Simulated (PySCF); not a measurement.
# UHF on Ga³⁺ (gallium, charge +3)

Configuration: [Ar] 3d10, closed-shell 1S. Calculation: PySCF 2.14, in def2-SVP (5s4p3d, 32 functions); the non-relativistic Hamiltonian (point nucleus).

- Total energy: -1921.022128 hartree
- One-electron energy: -2647.5810 hartree
- Hartree (Coulomb) energy: 799.4700 hartree
- Exchange energy: -72.9111 hartree
- Kinetic energy: 1921.05582 hartree
- ⟨S²⟩: 0.0000
- ⟨L²⟩: 0.000
- Sum of ⟨r⟩: 14.87 bohr
- Sum of ⟨r²⟩: 12.33 bohr²
- Density at the nucleus (Gaussians lack the cusp): 19200 bohr⁻³
- Langevin diamagnetic susceptibility: -9.77 ×10⁻⁶ cm³/mol
- Time after the integrals: 0.08 s of wall time on 1 thread of Intel(R) Xeon(R) Platinum 8259CL CPU @ 2.50GHz (shared host)

| shell | electrons | mean orbital energy (eV) | rms radius, mean of both spins (bohr) |
| --- | --- | --- | --- |
| 1s | 2 | -10340.6 | 0.0572 |
| 2s | 2 | -1343.2 | 0.240 |
| 2p | 6 | -1189.3 | 0.213 |
| 3s | 2 | -206.84 | 0.710 |
| 3p | 6 | -155.13 | 0.741 |
| 3d | 10 | -65.548 | 0.874 |
